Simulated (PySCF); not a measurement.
C8H15P.
Bonds: C1–C2 (double), C2–P3, P3–C4, C4–C5 (double), P3–C6, C6–C7, C6–C8, C6–C9. Hydrogens: H10, H11 on C1; H12 on C2; H13 on C4; H14, H15 on C5; H16, H17, H18 on C7; H19, H20, H21 on C8; H22, H23, H24 on C9.

The same species was optimised twice, with GFN2-xTB and with PBE0-D3(BJ)/def2-SVP (PySCF), and the same property calculations (PySCF, gas phase) were run on both structures.

```json
{"coordinate": "C4=C5 (Å)", "GFN2-xTB": "1.324", "PBE0-D3(BJ)/def2-SVP": "1.336", "change": "+0.012"}
{"coordinate": "C1=C2 (Å)", "GFN2-xTB": "1.325", "PBE0-D3(BJ)/def2-SVP": "1.338", "change": "+0.013"}
{"coordinate": "C2–P3 (Å)", "GFN2-xTB": "1.816", "PBE0-D3(BJ)/def2-SVP": "1.819", "change": "+0.003"}
{"coordinate": "P3–C6 (Å)", "GFN2-xTB": "1.904", "PBE0-D3(BJ)/def2-SVP": "1.902", "change": "-0.002"}
{"coordinate": "C6–C7 (Å)", "GFN2-xTB": "1.528", "PBE0-D3(BJ)/def2-SVP": "1.529", "change": "+0.001"}
{"coordinate": "C6–C8 (Å)", "GFN2-xTB": "1.528", "PBE0-D3(BJ)/def2-SVP": "1.529", "change": "+0.001"}
{"coordinate": "P3–C4 (Å)", "GFN2-xTB": "1.824", "PBE0-D3(BJ)/def2-SVP": "1.824", "change": "0.000"}
{"coordinate": "C6–C9 (Å)", "GFN2-xTB": "1.525", "PBE0-D3(BJ)/def2-SVP": "1.525", "change": "0.000"}
{"coordinate": "C4–P3–C6 (°)", "GFN2-xTB": "99.4", "PBE0-D3(BJ)/def2-SVP": "101.8", "change": "+2.4"}
{"coordinate": "C1–C2–P3 (°)", "GFN2-xTB": "124.4", "PBE0-D3(BJ)/def2-SVP": "126.5", "change": "+2.1"}
{"coordinate": "C2–P3–C4 (°)", "GFN2-xTB": "98.7", "PBE0-D3(BJ)/def2-SVP": "100.6", "change": "+1.9"}
{"coordinate": "C2–P3–C6 (°)", "GFN2-xTB": "100.0", "PBE0-D3(BJ)/def2-SVP": "101.3", "change": "+1.3"}
{"coordinate": "P3–C6–C7 (°)", "GFN2-xTB": "107.5", "PBE0-D3(BJ)/def2-SVP": "107.1", "change": "-0.4"}
{"coordinate": "P3–C4–C5 (°)", "GFN2-xTB": "122.1", "PBE0-D3(BJ)/def2-SVP": "121.7", "change": "-0.4"}
{"coordinate": "P3–C6–C9 (°)", "GFN2-xTB": "112.8", "PBE0-D3(BJ)/def2-SVP": "113.2", "change": "+0.4"}
{"coordinate": "C7–C6–C8 (°)", "GFN2-xTB": "109.2", "PBE0-D3(BJ)/def2-SVP": "109.4", "change": "+0.2"}
{"coordinate": "C1–C2–P3–C4 (°)", "GFN2-xTB": "38", "PBE0-D3(BJ)/def2-SVP": "25", "change": "-13"}
{"coordinate": "C2–P3–C4–C5 (°)", "GFN2-xTB": "-154", "PBE0-D3(BJ)/def2-SVP": "-142", "change": "+12"}
{"coordinate": "C2–P3–C6–C7 (°)", "GFN2-xTB": "71", "PBE0-D3(BJ)/def2-SVP": "69", "change": "-2"}
```

Rotational constants: A = 1620, B = 1235, C = 885.8 MHz (GFN2-xTB) against A = 1608, B = 1203, C = 870.4 MHz (PBE0-D3(BJ)/def2-SVP). Point groups within 0.08 Å: C1 and C1.

On the GFN2-xTB structure: HOMO (eV) -6.33 [PBE0/pcSseg-1]; LUMO (eV) -0.35 [PBE0/pcSseg-1]; dipole (D) 1.21 [PBE0/pcSseg-1]; GIAO shielding of C1/C5 (mean) (ppm) 51.1 [PBE0/pcSseg-1]; GIAO shielding of C2/C4 (mean) (ppm) 37.2 [PBE0/pcSseg-1]; GIAO shielding of P3 (ppm) 325.8 [PBE0/pcSseg-1]; GIAO shielding of C6 (ppm) 152.5 [PBE0/pcSseg-1]; GIAO shielding of C7/C8/C9 (mean) (ppm) 158.3 [PBE0/pcSseg-1].

**Question.** What do these properties become on the PBE0-D3(BJ)/def2-SVP structure?

**Answer.** 
| property | level | on GFN2-xTB | on PBE0-D3(BJ)/def2-SVP | change |
| --- | --- | --- | --- | --- |
| HOMO (eV) | PBE0/pcSseg-1 | -6.33 | -6.28 | +0.05 |
| LUMO (eV) | PBE0/pcSseg-1 | -0.35 | -0.44 | -0.09 |
| dipole (D) | PBE0/pcSseg-1 | 1.21 | 1.22 | +0.01 |
| energy, GFN2-xTB geometry as zero (kcal/mol) | PBE0/pcSseg-1 | 0.0 | -1.5 | -1.5 |
| GIAO shielding of C1/C5 (mean) (ppm) | PBE0/pcSseg-1 | 51.1 | 46.8 | -4.3 |
| GIAO shielding of C2/C4 (mean) (ppm) | PBE0/pcSseg-1 | 37.2 | 38.2 | +1.0 |
| GIAO shielding of P3 (ppm) | PBE0/pcSseg-1 | 325.8 | 320.4 | -5.4 |
| GIAO shielding of C6 (ppm) | PBE0/pcSseg-1 | 152.5 | 151.8 | -0.7 |
| GIAO shielding of C7/C8/C9 (mean) (ppm) | PBE0/pcSseg-1 | 158.3 | 155.9 | -2.4 |

The heavy atoms differ by 0.084 Å rms after alignment. Among bonds between heavy atoms C1=C2 and C4=C5 change most and about equally (+0.012 to +0.013 Å). Changes are differences of the printed values. Neither structure is proved a minimum here.

Conformer computed: `[CH2:1]=[CH:2][P:3]([CH:4]=[CH2:5])[C:6]([CH3:7])([CH3:8])[CH3:9]`: C1–C2–P3–C4 25°, C2–P3–C4–C5 -142°, C2–P3–C6–C7 69°.
